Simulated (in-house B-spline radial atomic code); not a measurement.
Be³⁺: 2s1 (an excited or competing configuration)

All numbers are computed (Dirac-Hartree-Fock, average of configuration; Fermi nucleus of rms radius 2.519 fm) with an all-electron radial atomic-structure program (B-spline basis), not measured.

Effective charges: Z_r = [3n² - l(l+1)]/(2<r>) from the radius, Z_e = n√(-2ε) from the energy, and Slater's rules. Values are occupation-weighted means over j.

| shell | electrons | ε (eV) | <r> (bohr) | Z_r | Z_e | Slater |
| --- | --- | --- | --- | --- | --- | --- |
| 2s | 1 | -54.437 | 1.5 | 4.00 | 4.00 | 4.00 |

The least bound orbital is 2s1/2 at -54.44 eV, and it is also the most diffuse (<r> = 1.5 bohr).

The density falls to 0.001 bohr⁻³ at 2.701 bohr; Σ<r²> = 2.6235 bohr² gives, by the non-relativistic formula and without the paramagnetism of open shells, a Langevin diamagnetic susceptibility of -2.078×10⁻⁶ cm³/mol.
